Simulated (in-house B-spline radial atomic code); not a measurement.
# Ionising neutral europium with different functionals

Computed with an all-electron radial atomic-structure program (B-spline basis): scalar-relativistic (spin-free X2C) Hamiltonian, Fermi nucleus of rms radius 5.1115 fm, spin-polarised at highest spin, spherical fractional occupations for the functionals, the average over the highest-spin determinants for Hartree-Fock. The ionisation energy is the difference of two self-consistent energies, [Xe] 4f7 6s2 → [Xe] 4f7 6s1, without Breit or QED terms; ε is the level of the shell that loses the electron (its least bound occupied spin orbital). There is no spin-orbit coupling in this Hamiltonian.

| method | rung | ΔSCF (eV) | -ε(6s) (eV) |
| --- | --- | --- | --- |
| Hartree-Fock | Hartree-Fock | 4.63 | 4.80 |
| HF fractional | Hartree-Fock | 4.63 | 4.80 |
| LDA VWN5 | LDA | 5.82 | 3.59 |
| LDA PW92 | LDA | 5.82 | 3.59 |
| LDA exchange-only | LDA | 4.75 | 2.76 |
| PBE | GGA | 5.60 | 3.45 |
| PBEsol | GGA | ? | ? |
| BLYP | GGA | 5.64 | 3.34 |
| RPBE | GGA | 5.56 | 3.41 |
| PW91 | GGA | 5.64 | 3.49 |
| BP86 | GGA | 5.75 | 3.59 |
| AM05 | GGA | 5.53 | 3.41 |
| OLYP | GGA | 5.43 | 3.17 |
| TPSS | meta-GGA | 5.46 | 3.43 |
| SCAN | meta-GGA | 5.24 | 3.43 |
| r2SCAN | meta-GGA | 5.27 | 3.46 |
| revTPSS | meta-GGA | 5.47 | 3.46 |
| PBE0 | global hybrid | 5.51 | 3.96 |
| B3LYP | global hybrid | 5.70 | 3.88 |
| TPSSh | global hybrid | 5.45 | 3.64 |
| BHandHLYP | global hybrid | 5.49 | 4.35 |
| r2SCAN0 | global hybrid | 5.30 | 3.95 |
| B97-1 | global hybrid | 5.77 | 3.82 |
| HSE06 | range-separated hybrid | 5.52 | 3.64 |
| wB97X | range-separated hybrid | 5.84 | 5.54 |
| CAM-B3LYP | range-separated hybrid | ? | ? |
| LC-wPBE | range-separated hybrid | 5.33 | 5.49 |

(1) What does CAM-B3LYP give?

(2) What does PBEsol give?

(3) Among the functionals, which spreads more, the ΔSCF values or the orbital energies?

(4) How do they compare with the NIST value?

## Answers

(1) ΔSCF 5.63 eV, and -ε(6s) = 4.77 eV.

(2) ΔSCF 5.58 eV, and -ε(6s) = 3.47 eV.

(3) The orbital energies: ΔSCF values span about 1.09 eV and the orbital energies 2.78 eV.

(4) NIST lists 5.670 eV (measured, ground level to ground level). Errors run from -1.04 to +0.16 eV; BLYP is closest (-0.03 eV), but part of that can be cancellation, since the calculations leave out spin-orbit coupling, Breit-QED terms, multiplet and fine-structure energies. Hartree-Fock also lacks correlation.
